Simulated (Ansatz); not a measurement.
A nudged elastic band was laid between two geometries of Cl3FHOTa + ClH (9 atoms, charge 0, multiplicity 1).

All numbers below come from Ansatz, RHF/def2-SVP.

* movable images: 7
* climbing image: yes
* spring: 5.0 eV/Å²
* optimiser: quadratic models (default)
* start path: through a guess of the saddle point
* force threshold: 0.05 eV/Å
* iteration limit: 60
* end points: relaxed

Initial state:

```xyz
9
Properties=species:S:1:pos:R:3
Ta -0.345 -0.362 0.329
O 1.123 0.119 1.306
H 1.948 0.589 1.382
Cl -1.071 -1.970 1.879
Cl 0.334 1.070 -1.465
Cl -2.217 0.948 0.691
F -0.250 -1.732 -0.927
Cl 3.547 2.227 0.441
H 2.794 2.332 -0.584
```

Final state:

```xyz
9
Properties=species:S:1:pos:R:3
Ta -0.105 0.512 0.346
O 2.127 0.014 0.299
H 2.555 -0.564 0.920
Cl 0.107 -0.814 2.289
Cl 0.555 1.575 -1.656
Cl -2.355 0.901 0.327
F -0.220 -1.086 -0.634
Cl 0.490 2.432 1.576
H 2.710 0.251 -0.414
```

Which bonds break or form, and what moves?

Bonds broken: Cl8–H9. Bonds formed: Ta1–Cl8, O2–H9. Cl3FHOTa + ClH becomes Cl4FH2OTa.

What energy profile does the band end with?

It converged. The highest image is number 5 of 0 to 8, 95.2 kJ/mol above the first end and 153.8 kJ/mol above the last; the last end lies 58.6 kJ/mol below the first. Neighbouring images differ by up to 1.5 eV, so the band resolves the path poorly. A vibrational analysis at the climbing image gives one clearly imaginary mode, 1338i cm⁻¹: a first-order saddle point. The orbitals stay closed-shell, which can raise the energy where a bond breaks towards radicals; this wasn't checked here.

```json
{"image": "0", "path coordinate (Å)": "0.00", "energy (kJ/mol)": "0.0", "Cl8–H9 (Å)": "1.28", "Ta1–Cl8 (Å)": "4.68", "O2–H9 (Å)": "3.36"}
{"image": "1", "path coordinate (Å)": "1.20", "energy (kJ/mol)": "1.9", "Cl8–H9 (Å)": "1.28", "Ta1–Cl8 (Å)": "4.56", "O2–H9 (Å)": "3.38"}
{"image": "2", "path coordinate (Å)": "2.41", "energy (kJ/mol)": "8.0", "Cl8–H9 (Å)": "1.27", "Ta1–Cl8 (Å)": "4.37", "O2–H9 (Å)": "3.43"}
{"image": "3", "path coordinate (Å)": "3.61", "energy (kJ/mol)": "15.9", "Cl8–H9 (Å)": "1.27", "Ta1–Cl8 (Å)": "4.19", "O2–H9 (Å)": "2.86"}
{"image": "4", "path coordinate (Å)": "4.81", "energy (kJ/mol)": "29.6", "Cl8–H9 (Å)": "1.27", "Ta1–Cl8 (Å)": "3.39", "O2–H9 (Å)": "2.52"}
{"image": "5", "path coordinate (Å)": "6.02", "energy (kJ/mol)": "95.2", "Cl8–H9 (Å)": "1.46", "Ta1–Cl8 (Å)": "2.74", "O2–H9 (Å)": "1.33"}
{"image": "6", "path coordinate (Å)": "7.12", "energy (kJ/mol)": "-50.5", "Cl8–H9 (Å)": "2.52", "Ta1–Cl8 (Å)": "2.38", "O2–H9 (Å)": "0.95"}
{"image": "7", "path coordinate (Å)": "8.22", "energy (kJ/mol)": "-55.0", "Cl8–H9 (Å)": "3.30", "Ta1–Cl8 (Å)": "2.34", "O2–H9 (Å)": "0.95"}
{"image": "8", "path coordinate (Å)": "9.32", "energy (kJ/mol)": "-58.6", "Cl8–H9 (Å)": "3.69", "Ta1–Cl8 (Å)": "2.36", "O2–H9 (Å)": "0.95"}
```

What is the geometry of the highest image?


```xyz
9
Properties=species:S:1:pos:R:3
Ta 0.025 0.143 0.117
O 2.057 0.083 0.223
H 2.570 -0.604 0.634
Cl 0.094 -0.877 2.247
Cl 0.264 1.144 -1.980
Cl -2.018 1.123 0.537
F -0.402 -1.470 -0.654
Cl 1.195 2.382 1.174
H 2.077 1.298 0.755
```

The run took 3.5 min on 4 threads of AMD EPYC 9R45 96-Core Processor (Zen 5) (shared host), peak memory 0.49 GiB.
